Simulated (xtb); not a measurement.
C₃H₉ClGe (SMILES [CH3][Ge]([CH3])([CH3])[Cl]), singlet, from a rough starting geometry; GFN2-xTB (xtb).

Input for xtb:
```
$ xtb mol.xyz --gfn 2 --opt vtight --json

# file mol.xyz
14

C     -0.63520052     1.70765223    -0.53100585
Ge     0.01118417     0.05881871     0.35997662
C      1.81285161    -0.52991096    -0.36776281
C     -1.25054749    -1.44379533     0.45541436
Cl     0.43809700     0.61535221     2.45284043
H     -0.85647736     1.53710208    -1.48659008
H     -1.49283068     2.09082251     0.00866052
H      0.12746217     2.55637697    -0.48020568
H      2.31937879    -1.15995827     0.28161087
H      1.67265446    -0.90597356    -1.24980131
H      2.45596415     0.41201136    -0.60610571
H     -1.73827854    -1.44955376    -0.59043539
H     -1.98208695    -1.18780719     1.13876573
H     -0.75816016    -2.40921985     0.59901264
```

It wrote (shortened):

```
   ID    Z sym.   atoms
    1    6 C      1, 3, 4
    2   32 Ge     2
    3   17 Cl     5
    4    1 H      6-14

           -------------------------------------------------
          |                Calculation Setup                |
           -------------------------------------------------

           -------------------------------------------------
          |                 G F N 2 - x T B                 |
           -------------------------------------------------

          ...................................................
          :                      SETUP                      :
          :.................................................:
          :  # basis functions                  41          :
          :  # atomic orbitals                  39          :
          :  # shells                           21          :
          :  # electrons                        32          :
          :  max. iterations                   250          :
          :  Hamiltonian                  GFN2-xTB          :
          :  restarted?                      false          :
          :  GBSA solvation                  false          :
          :  PC potential                    false          :
          :  electronic temp.          300.0000000     K    :
          :  accuracy                    1.0000000          :
          :  -> integral cutoff          0.2500000E+02      :
          :  -> integral neglect         0.1000000E-07      :
          :  -> SCF convergence          0.1000000E-05 Eh   :
          :  -> wf. convergence          0.1000000E-03 e    :
          :  Broyden damping             0.4000000          :
          :  net charge                          0          :
          :  unpaired electrons                  0          :
          ...................................................

 iter      E             dE          RMSdq      gap      omega  full diag
   1    -17.4770852 -0.174771E+02  0.428E+00    6.54       0.0  T
   2    -17.2775339  0.199551E+00  0.523E+00    7.51       1.0  T
   3    -17.7035131 -0.425979E+00  0.192E+00    6.81       1.0  T
   4    -17.6465969  0.569162E-01  0.200E+00    7.01       1.0  T
   5    -17.7048472 -0.582503E-01  0.156E-01    6.80       1.0  T
   6    -17.7049494 -0.102235E-03  0.117E-01    6.80       1.0  T
   7    -17.7049631 -0.136969E-04  0.383E-02    6.80       1.0  T
   8    -17.7049662 -0.306208E-05  0.283E-02    6.79       1.0  T
   9    -17.7049685 -0.237867E-05  0.124E-02    6.79       2.2  T
  10    -17.7049692 -0.691371E-06  0.667E-03    6.78       4.0  T
  11    -17.7049694 -0.154115E-06  0.361E-03    6.78       7.4  T
  12    -17.7049694 -0.450318E-07  0.136E-03    6.78      19.6  T
  13    -17.7049694 -0.605406E-08  0.764E-04    6.78      35.0  T
  14    -17.7049694 -0.285150E-08  0.220E-04    6.78     121.6  T

   *** convergence criteria satisfied after 14 iterations ***

         :::::::::::::::::::::::::::::::::::::::::::::::::::::
         ::                     SUMMARY                     ::
         :::::::::::::::::::::::::::::::::::::::::::::::::::::
         :: total energy             -17.493063429177 Eh    ::
         :: gradient norm              0.216978874538 Eh/a0 ::
         :: HOMO-LUMO gap              6.783872016969 eV    ::
         ::.................................................::
         :: SCC energy               -17.704927246234 Eh    ::
         :: -> isotropic ES            0.005281032193 Eh    ::
         :: -> anisotropic ES          0.003143398626 Eh    ::
         :: -> anisotropic XC          0.007941642967 Eh    ::
         :: -> dispersion             -0.008682512278 Eh    ::
         :: repulsion energy           0.211863817057 Eh    ::
         :: add. restraining           0.000000000000 Eh    ::
         :: total charge               0.000000000000 e     ::
         :::::::::::::::::::::::::::::::::::::::::::::::::::::

      -----------------------------------------------------------
     |                   =====================                   |
     |                        A N C O P T                        |
     |                   =====================                   |
     |               Approximate Normal Coordinate               |
     |                Rational Function Optimizer                |
      -----------------------------------------------------------
      -----------------------------------------------------------
     |                   =====================                   |
     |                        A N C O P T                        |
     |                   =====================                   |
     |               Approximate Normal Coordinate               |
     |                Rational Function Optimizer                |
      -----------------------------------------------------------

          ...................................................
          :                      SETUP                      :
          :.................................................:
          :   optimization level         verytight          :
          :   max. optcycles                   280          :
          :   ANC micro-cycles                  20          :
          :   degrees of freedom                36          :
          :.................................................:
          :   RF solver                   davidson          :
          :   write xtbopt.log                true          :
          :   linear?                        false          :
          :   energy convergence         0.1000000E-06 Eh   :
          :   grad. convergence          0.2000000E-03 Eh/α :
          :   maxmium RF displ.          1.0000000          :
          :   Hlow (freq-cutoff)         0.1000000E-01      :
          :   Hmax (freq-cutoff)         5.0000000          :
          :   S6 in model hess.         20.0000000          :
          ...................................................

[...]
 * total energy  :   -17.5248475 Eh     change       -0.2673300E-05 Eh
 * total energy  :   -17.5248503 Eh     change       -0.2825007E-05 Eh
 * total energy  :   -17.5248543 Eh     change       -0.3953128E-05 Eh
 * total energy  :   -17.5248558 Eh     change       -0.1518796E-05 Eh
 * total energy  :   -17.5248573 Eh     change       -0.1502624E-05 Eh
 * total energy  :   -17.5248589 Eh     change       -0.1576224E-05 Eh
 * total energy  :   -17.5248608 Eh     change       -0.1917651E-05 Eh
 * total energy  :   -17.5248626 Eh     change       -0.1794828E-05 Eh
 * total energy  :   -17.5248642 Eh     change       -0.1594595E-05 Eh
 * total energy  :   -17.5248652 Eh     change       -0.9944542E-06 Eh
 * total energy  :   -17.5248653 Eh     change       -0.1493132E-06 Eh
 * total energy  :   -17.5248653 Eh     change       -0.4648466E-07 Eh
   *** GEOMETRY OPTIMIZATION CONVERGED AFTER 30 ITERATIONS ***
         :: total energy             -17.524865349161 Eh    ::
[...]
         :: repulsion energy           0.176568043590 Eh    ::
         :: add. restraining           0.000000000000 Eh    ::
         :: total charge               0.000000000000 e     ::
         :::::::::::::::::::::::::::::::::::::::::::::::::::::

           -------------------------------------------------
          |                Property Printout                |
           -------------------------------------------------

    * Orbital Energies and Occupations

         #    Occupation            Energy/Eh            Energy/eV
      -------------------------------------------------------------
         1        2.0000           -1.0311266             -28.0584
       ...           ...                  ...                  ...
         4        2.0000           -0.5849708             -15.9179
         5        2.0000           -0.5656317             -15.3916
         6        2.0000           -0.4853309             -13.2065
         7        2.0000           -0.4817334             -13.1086
         8        2.0000           -0.4817133             -13.1081
         9        2.0000           -0.4766573             -12.9705
        10        2.0000           -0.4766330             -12.9698
        11        2.0000           -0.4728274             -12.8663
        12        2.0000           -0.4331371             -11.7863
        13        2.0000           -0.4299079             -11.6984
        14        2.0000           -0.4299035             -11.6983
        15        2.0000           -0.4026198             -10.9558
        16        2.0000           -0.4026157             -10.9557 (HOMO)
        17                         -0.1374844              -3.7411 (LUMO)
        18                         -0.0787409              -2.1427
        19                         -0.0332614              -0.9051
        20                         -0.0332454              -0.9047
        21                          0.0451481               1.2285
        22                          0.0451482               1.2285
        23                          0.0593827               1.6159
        24                          0.0594048               1.6165
        25                          0.0883386               2.4038
        26                          0.1673555               4.5540
        27                          0.1677103               4.5636
       ...                                ...                  ...
        39                          1.2648547              34.4184
      -------------------------------------------------------------
                  HL-Gap            0.2651313 Eh            7.2146 eV
             Fermi-level           -0.2700501 Eh           -7.3484 eV

     #   Z          covCN         q      C6AA      α(0)
     1   6 C        3.658    -0.154    23.801     7.002
     2  32 Ge       3.463     0.224   170.779    23.646
     3   6 C        3.658    -0.154    23.801     7.002
     4   6 C        3.658    -0.154    23.801     7.002
     5  17 Cl       0.815    -0.222   106.059    15.754
     6   1 H        0.925     0.048     2.347     2.396
     7   1 H        0.925     0.052     2.290     2.366
     8   1 H        0.925     0.052     2.289     2.366
     9   1 H        0.925     0.052     2.289     2.366
    10   1 H        0.925     0.048     2.347     2.396
    11   1 H        0.925     0.052     2.290     2.366
    12   1 H        0.925     0.048     2.347     2.396
    13   1 H        0.925     0.052     2.290     2.366
    14   1 H        0.925     0.052     2.289     2.366

 Mol. C6AA /au·bohr⁶  :       2650.317982
 Mol. C8AA /au·bohr⁸  :     100320.884265
 Mol. α(0) /au        :         81.791250

Wiberg/Mayer (AO) data.
largest (>0.10) Wiberg bond orders for each atom

 ---------------------------------------------------------------------------
     #   Z sym  total        # sym  WBO       # sym  WBO       # sym  WBO
 ---------------------------------------------------------------------------
     1   6 C    3.989 --     6 H    0.971     7 H    0.968     8 H    0.968
                             2 Ge   0.859
     2  32 Ge   3.863 --     5 Cl   1.081     1 C    0.859     3 C    0.859
                             4 C    0.859
     3   6 C    3.989 --    10 H    0.971    11 H    0.968     9 H    0.968
                             2 Ge   0.859
     4   6 C    3.989 --    12 H    0.971    13 H    0.968    14 H    0.968
                             2 Ge   0.859
     5  17 Cl   1.263 --     2 Ge   1.081
     6   1 H    0.998 --     1 C    0.971
     7   1 H    0.997 --     1 C    0.968
     8   1 H    0.997 --     1 C    0.968
     9   1 H    0.997 --     3 C    0.968
    10   1 H    0.998 --     3 C    0.971
    11   1 H    0.997 --     3 C    0.968
    12   1 H    0.998 --     4 C    0.971
    13   1 H    0.997 --     4 C    0.968
    14   1 H    0.997 --     4 C    0.968
 ---------------------------------------------------------------------------

Topologies differ in total number of bonds
Writing topology from bond orders to xtbtopo.mol

molecular dipole:
                 x           y           z       tot (Debye)
 q only:       -0.174      -0.227      -0.914
   full:       -0.212      -0.277      -1.113       2.965
molecular quadrupole (traceless):
                xx          xy          yy          xz          yz          zz
 q only:        2.644      -0.385       2.458      -1.558      -1.984      -5.102
  q+dip:        3.112      -0.453       2.894      -1.836      -2.333      -6.006
   full:        3.259      -0.474       3.029      -1.921      -2.444      -6.288

optimized geometry written to: xtbopt.xyz

           -------------------------------------------------
          | TOTAL ENERGY              -17.524865349161 Eh   |
          | GRADIENT NORM               0.000045851590 Eh/α |
          | HOMO-LUMO GAP               7.214588606349 eV   |
           -------------------------------------------------

normal termination of xtb
```
